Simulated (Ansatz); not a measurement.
Total energies of HgF3⁻ (the lowest singlet isomer of a short search) from Ansatz at PBE-D4/def2-TZVPD, gas phase (1 Eh = 27.2114 eV = 2625.5 kJ/mol). The reference geometry is relaxed at r2SCAN-D4/def2-TZVPD.

```xyz
4

Hg    0.002    0.002   -0.002
F    -0.232    1.421    1.538
F     1.172    0.452   -1.694
F    -0.942   -1.876    0.158
```

```csv
state,geometry,energy (Eh)
charge -1 singlet,reference,-452.99593
charge 0 doublet,reference,-452.79506
charge -1 triplet,relaxed at r2SCAN-D4/def2-TZVPD,-452.89390
```

In the def2 sets Hg takes a core potential; there is no spin–orbit coupling.

**Question.** Work out the vertical ionisation energy to the doublet.

**Answer.** E(charge 0 doublet) − E(charge -1 singlet) = -452.79506 − (-452.99593) = 0.20087 Eh = 5.47 eV. For comparison, −ε of the highest occupied level is 2.18 eV at this level, 3.29 eV less.

**Question.** Which of the charge -1 states is lowest, and how far above it are the others?

**Answer.** The singlet. triplet: -452.89390 − (-452.99593) = 0.10203 Eh = 267.9 kJ/mol.

At PBE-D4/def2-TZVPD the gap within one spin of the charge 0 doublet nearly closes, so an electron or hole may be smeared out by delocalisation error.  The quintet lies 9.09 eV above the singlet at this level but is left out (at the level of its geometry, an occupied level 0.00 eV above an empty one).

The structure comes from a short search, and lower isomers may exist.
